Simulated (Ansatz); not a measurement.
# Four-centre ligand exchange

Start structure (ZrH$_{2}$Cl$_{4}$, closed shell), relaxed at PBE0-D4/def2-TZVP:

```csv
atom,x (Å),y (Å),z (Å)
Zr1,-0.6886,-0.3367,-0.9766
Cl2,0.3567,-1.8052,0.4781
Cl3,0.3183,-0.4691,-3.0579
Cl4,-2.9264,-0.9029,-1.1638
Cl5,-0.5071,1.8267,-0.1698
H6,1.8035,0.4839,2.5037
H7,1.6435,1.2034,2.3865
```

The step: ZrCl₄ ([Cl][Zr]([Cl])([Cl])[Cl]) + H₂ → ZrHCl₃ ([Cl][ZrH]([Cl])[Cl]) + HCl (still joined by a long Zr–Cl bond); bonds formed: Zr1–H7, Cl2–H6; bonds broken: H6–H7; bonds weakened to dative contacts: Zr1–Cl2. Ansatz 0.2.0; basis: def2-TZVPP and def2-QZVPP; cores frozen in the correlated methods. Core potentials replace the inner electrons of the atoms past krypton. Extrapolation: Hartree–Fock as exp(−7.88 √X), correlation as X^−2.97. Energies below are by CCSD(T) at an estimated basis limit (MP2 extrapolated from triple and quadruple zeta, plus CCSD(T) − MP2 in triple zeta).

Problem. What are the electronic barrier and the energy of the step, from the start structure to the end structure? (Judge from chemistry; the value comes from the calculation.)

Solution. By the calculation: Barrier 1.802 eV; step energy 1.775 eV (uphill); reverse barrier, their difference, 0.027 eV. Barrier and step energy count from the start structure, the reverse barrier from the end structure.

The saddle point: One imaginary mode of 254i cm⁻¹.
```json
{"pair": "Zr1–H7", "start (Å)": "4.37", "saddle (Å)": "1.86", "end (Å)": "1.84"}
{"pair": "Cl2–H6", "start (Å)": "3.38", "saddle (Å)": "1.30", "end (Å)": "1.28"}
{"pair": "Zr1–Cl2", "start (Å)": "2.32", "saddle (Å)": "2.94", "end (Å)": "2.99"}
{"pair": "H6–H7", "start (Å)": "0.75", "saddle (Å)": "1.86", "end (Å)": "2.32"}
```

Zero-point energy (harmonic, PBE0-D4): ZPE is 0.432 eV at the start and 0.483 eV at the saddle, so the barrier goes from 1.802 to 1.852 eV.

No T1 diagnostic of these runs exceeds 0.017.

Labels in which every atom is bracketed show which atoms are joined, not bond orders.

For scale, one of the runs: CCSD(T)/def2-TZVPP, 252 basis functions, launched by `ansatz run in.yaml --threads 8 --pin off --events-out ev --progress --plain --max-ram 19148MiB`. Hardware: 8 CPU threads of an Arm Neoverse V2, shared host. Wall time 2.1 min; peak host memory 5.5 GiB.
